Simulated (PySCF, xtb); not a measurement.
NbF₄, SMILES [F][Nb+]([F])([F])[F], charge +1, multiplicity 1.

Harmonic wavenumbers (cm⁻¹) from GFN2-xTB run with xtb at its own minimum, in rising order: 158, 158, 158, 172, 172, 513, 568, 568, 568.

Task: What does PySCF with B3LYP-D3(BJ)/def2-SVP give at its own minimum? (Estimate from the structure and the level; the computed values follow.)

Result: 189, 189, 190, 190, 190, 787, 831, 831, 831. Paired by order, the mean absolute difference is 133 cm⁻¹ and the zero-point energies are 4.3 and 6.0 kcal/mol.
